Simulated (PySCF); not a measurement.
SCF from a fresh guess for singlet VOF3, at the PBE0 minimum. PySCF input:

```python
from pyscf import gto, scf, dft
mol = gto.M(atom='''
V     -0.000000    -0.039627    -0.028034
O     -0.000000    -1.290496    -0.912978
F      1.395875    -0.067772     0.939252
F     -1.395875    -0.067772     0.939252
F     -0.000000     1.328571    -1.034482''',
    basis={'V': 'def2-SVP', 'O': 'def2-SVP', 'F': 'def2-SVP'},
    charge=0, spin=0)
mf = dft.RKS(mol, xc='PBE0')
mf.grids.atom_grid = (50, 194)
aux = {'V': 'def2-universal-JKFIT', 'O': 'def2-universal-JKFIT', 'F': 'def2-universal-JKFIT'}
mf = mf.density_fit(auxbasis=aux)
mf.conv_tol = 1e-08
mf.diis_space = 10
mf.max_cycle = 60
mf.init_guess = 'minao'
mf.verbose = 4
mf.kernel()
```

Excerpt of the output (cycles and frontier levels):

```
init E= -1317.80662178196
  HOMO = -0.533844145915942  LUMO = -0.229832557608916  gap/eV = 8.27258
cycle= 1 E= -1317.49669146667  delta_E= 0.31  |g|= 1.56  |ddm|= 2.73
  HOMO = -0.369199611273346  LUMO = -0.311443353194726  gap/eV = 1.57163
cycle= 2 E= -1304.676033741  delta_E= 12.8  |g|= 7.95  |ddm|= 4.18
  HOMO = -0.359609840316381  LUMO = -0.109637857897737  gap/eV = 6.80208
cycle= 3 E= -1317.87401309282  delta_E= -13.2  |g|= 0.71  |ddm|= 3.59
  HOMO = -0.397520599238326  LUMO = -0.173864557983851  gap/eV = 6.08599
cycle= 4 E= -1317.83227454064  delta_E= 0.0417  |g|= 0.829  |ddm|= 0.67
  HOMO = -0.425512172717954  LUMO = -0.169953978914061  gap/eV = 6.95409
cycle= 5 E= -1317.94243026087  delta_E= -0.11  |g|= 0.232  |ddm|= 0.391
  HOMO = -0.415035907982825  LUMO = -0.154489298095408  gap/eV = 7.08983
cycle= 6 E= -1317.94685103936  delta_E= -0.00442  |g|= 0.175  |ddm|= 0.0711
  HOMO = -0.418339931141305  LUMO = -0.147581204889014  gap/eV = 7.36772
cycle= 7 E= -1317.95211012589  delta_E= -0.00526  |g|= 0.0197  |ddm|= 0.0729
  HOMO = -0.418403249151711  LUMO = -0.146506020744261  gap/eV = 7.39870
cycle= 8 E= -1317.95217832771  delta_E= -6.82e-05  |g|= 0.00136  |ddm|= 0.00895
  HOMO = -0.418342423594541  LUMO = -0.146391582577449  gap/eV = 7.40016
cycle= 9 E= -1317.95217862454  delta_E= -2.97e-07  |g|= 0.000536  |ddm|= 0.000897
  HOMO = -0.41833472476084  LUMO = -0.14640438346185  gap/eV = 7.39960
cycle= 10 E= -1317.95217867177  delta_E= -4.72e-08  |g|= 0.000173  |ddm|= 0.000237
  HOMO = -0.41833300286086  LUMO = -0.146408251172374  gap/eV = 7.39945
cycle= 11 E= -1317.95217867618  delta_E= -4.41e-09  |g|= 8.13e-05  |ddm|= 8.61e-05
  HOMO = -0.418328738559129  LUMO = -0.146427655692044  gap/eV = 7.39881
Extra cycle  E= -1317.95217865784  delta_E= 1.83e-08  |g|= 0.000333  |ddm|= 0.000195
converged SCF energy = -1317.95217865784
```

No lower solution of this spin was found by a stability analysis within the restricted form, which does not test spin polarisation.

Stability towards spin polarisation was not tested.

The search for the lowest solution, with the stability check, took 6.3 s on 2 threads of a shared Arm Neoverse N1 host, with 87 basis functions; the process peaked at 0.37 GiB. Launch command: `OMP_NUM_THREADS=2 python axn.py task.json out`.
